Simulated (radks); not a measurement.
Polarisabilities and homonuclear dispersion coefficients (atomic units). Level of theory: non-relativistic Kohn-Sham, PBE, spin-polarised, spherical densities, point nucleus; open shells are filled with parallel spins first (spin-orbit coupling, left out, can overturn this in heavy ions) (a radial shooting solver on a logarithmic mesh with Libxc functionals). Response by self-consistent Sternheimer equations with the Hartree and adiabatic LDA kernel. For heavy and open-shell atoms this level of theory can miss by tens of per cent. "Uncoupled" leaves out the induced potential. Quadrupole and octupole values are given only where no p, d or f shell is open. The Sternheimer factor gamma scales a distant field gradient at the nucleus by 1 - gamma.

| species | configuration | alpha1 (bohr^3) | alpha1, uncoupled | alpha2 (bohr^5) | alpha3 (bohr^7) | C6 | C8 | Sternheimer gamma | recommended alpha1 |
|---|---|---|---|---|---|---|---|---|---|
| Si | [Ne] 3s2 3p2 | 41.79 | 61.82 | - | - | 339.7 | - | - | 37.3 +/- 0.7 |
| Ti+ | [Ar] 3d2 4s1 | 45.27 | 62.08 | - | - | 282.6 | - | - | - |
| In+ | [Kr] 4d10 5s2 | 27.31 | 52.77 | 160.3 | 1712 | 189.5 | 6459 | -17.1 | - |
| Ar | [Ar] | 11.99 | 17.89 | 62.04 | 707.1 | 70.02 | 1901 | -32.0 | 11.083 +/- 0.007 |
| P+ | [Ne] 3s2 3p2 | 14.34 | 23.23 | - | - | 73.55 | - | - | - |
| Sn | [Kr] 4d10 5s2 5p2 | 61.76 | 94.23 | - | - | 683.0 | - | - | 53 +/- 6 |
| Sb | [Kr] 4d10 5s2 5p3 | 48.11 | 75.44 | - | - | 533.3 | - | - | 43 +/- 2 |
| Pd3+ | [Kr] 4d7 | 4.291 | 6.297 | - | - | 19.42 | - | - | - |
| Cu | [Ar] 3d10 4s1 | 44.31 | 65.44 | 431.9 | 7764 | 289.3 | 14490 | -10.6 | 46.5 +/- 0.5 |

Recommended values: Schwerdtfeger and Nagle, table of static dipole polarisabilities (2023 update), measured or computed.

Beside tabulated values, note that relativity, absent from the non-relativistic runs, is large for the heavy elements.
